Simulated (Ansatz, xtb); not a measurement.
Two isomers of C5H7NSi

Structure I: `N#CC1=CC[SiH2]C1`, a singlet. Structure II: `N#C[SiH]1CC=CC1`, a singlet. Both are isolated molecules in the gas phase, relaxed with B3LYP-D3(BJ)/def2-SVP; the shapes shown needn't be the lowest conformers.

I (Å):

```yaml
atoms:
  - { symbol: C, position_ang: [-1.4850, -1.9265, 0.5074] }
  - { symbol: C, position_ang: [-1.1855, -0.5304, 0.6370] }
  - { symbol: C, position_ang: [-2.1429, 0.4162, 0.5112] }
  - { symbol: C, position_ang: [-1.7630, 1.8667, 0.6586] }
  - { symbol: C, position_ang: [0.2482, -0.1063, 0.9229] }
  - { symbol: N, position_ang: [-1.6923, -3.0655, 0.4096] }
  - { symbol: Si, position_ang: [0.1159, 1.7975, 1.0055] }
  - { symbol: H, position_ang: [-3.1800, 0.1329, 0.3052] }
  - { symbol: H, position_ang: [-2.3368, 2.3434, 1.4729] }
  - { symbol: H, position_ang: [-2.0140, 2.4343, -0.2549] }
  - { symbol: H, position_ang: [0.4822, 2.3473, 2.3409] }
  - { symbol: H, position_ang: [0.9275, 2.4823, -0.0397] }
  - { symbol: H, position_ang: [0.9269, -0.4591, 0.1285] }
  - { symbol: H, position_ang: [0.6103, -0.5568, 1.8621] }
```

II (Å):

```xyz
14

C    -1.9201   -1.7249    1.0995
C    -1.9315    1.3584    1.3212
C    -0.5200    1.8847    1.4894
C     0.4836    1.3203    0.7988
C     0.1893    0.1658   -0.1383
N    -2.0699   -2.7137    1.6900
Si   -1.6599   -0.1267    0.1715
H    -2.5277   -0.1971   -1.0320
H    -2.3865    1.0765    2.2856
H    -2.5992    2.1174    0.8756
H    -0.3361    2.7229    2.1700
H     1.5120    1.6837    0.8981
H     0.4020    0.4297   -1.1897
H     0.8072   -0.7195    0.0878
```

**Question.** Which of the two would you expect CCSD(T)/def2-SVP + ΔMP2/def2-TZVPP electronic energies to favour?

**Answer.** Structure II; the calculation gives E(II) − E(I) = −0.431 eV.

The same difference at several levels:

```json
{"level": "GFN2-xTB", "geometry": "GFN2-xTB", "E(II) − E(I) (eV)": "+0.620", "departure from the last row (eV)": "+1.051", "job, with rough time for the two": "optimisation, 0.12 s"}
{"level": "HF/STO-3G", "geometry": "GFN2-xTB", "E(II) − E(I) (eV)": "−0.556", "departure from the last row (eV)": "−0.125", "job, with rough time for the two": "single point, 0.32 s"}
{"level": "r2SCAN-D4/def2-SVP", "geometry": "GFN2-xTB", "E(II) − E(I) (eV)": "−0.250", "departure from the last row (eV)": "+0.181", "job, with rough time for the two": "single point, 3.5 s"}
{"level": "B3LYP-D3(BJ)/def2-SVP", "geometry": "B3LYP-D3(BJ)/def2-SVP", "E(II) − E(I) (eV)": "−0.274", "departure from the last row (eV)": "+0.157", "job, with rough time for the two": "optimisation, 41 s"}
{"level": "HF/def2-SVP", "geometry": "B3LYP-D3(BJ)/def2-SVP", "E(II) − E(I) (eV)": "−0.362", "departure from the last row (eV)": "+0.069", "job, with rough time for the two": "part of the CCSD(T) run"}
{"level": "MP2/def2-SVP", "geometry": "B3LYP-D3(BJ)/def2-SVP", "E(II) − E(I) (eV)": "−0.270", "departure from the last row (eV)": "+0.161", "job, with rough time for the two": "part of the CCSD(T) run"}
{"level": "CCSD(T)/def2-SVP", "geometry": "B3LYP-D3(BJ)/def2-SVP", "E(II) − E(I) (eV)": "−0.274", "departure from the last row (eV)": "+0.157", "job, with rough time for the two": "single point"}
{"level": "CCSD(T)/def2-SVP + ΔMP2/def2-TZVPP", "geometry": "B3LYP-D3(BJ)/def2-SVP", "E(II) − E(I) (eV)": "−0.431", "departure from the last row (eV)": "", "job, with rough time for the two": "single point, 57 s"}
```

As drawn, II has 1 C–Si, 1 C–H in place of 1 C–C, 1 Si–H.

GFN2-xTB puts the two in the other order. The largest departure from CCSD(T)/def2-SVP + ΔMP2/def2-TZVPP is that of GFN2-xTB, 1.051 eV. The last row adds to CCSD(T) the change of the MP2 difference between the two basis sets, here −0.157 eV, a large step that makes the value less sure.

With thermal terms from frequencies at re-optimised GFN2-xTB minima (ideal gas, soft modes damped towards free rotors, one conformer each, 298.15 K, 1 atm): the zero-point term adds +0.059 eV; ΔH is −0.367 and ΔG −0.383 eV.

The correlated steps freeze 11 core orbitals. Codes used: Ansatz 0.2.0, xtb 6.7.1; the last row on 4 threads of Arm Neoverse V2 on a shared host.
